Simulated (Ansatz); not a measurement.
Program: Ansatz 0.2.0.

A structure relaxed at PBE0-D4/def2-TZVP, charge 0, multiplicity 2:

```xyz
11

C    -1.594    0.060    0.089
Si    0.133    0.494   -0.466
C     1.412   -0.654    0.280
S     0.708    2.453    0.160
H    -1.668    0.086    1.179
H    -1.864   -0.943   -0.255
H    -2.324    0.764   -0.317
H     0.201    0.432   -1.954
H     1.400   -0.598    1.370
H     1.180   -1.682   -0.014
H     2.416   -0.413   -0.072
```

Q: Give its formula and SMILES.

A: C2H7SSi, `C[SiH](C)[S]`.

Q: Summarise the bond lengths by kind.

A: 2 × C–Si 1.866 to 1.874 Å; 6 × C–H 1.091 to 1.094 Å; 1 × S–Si 2.135 Å; 1 × H–Si 1.490 Å.
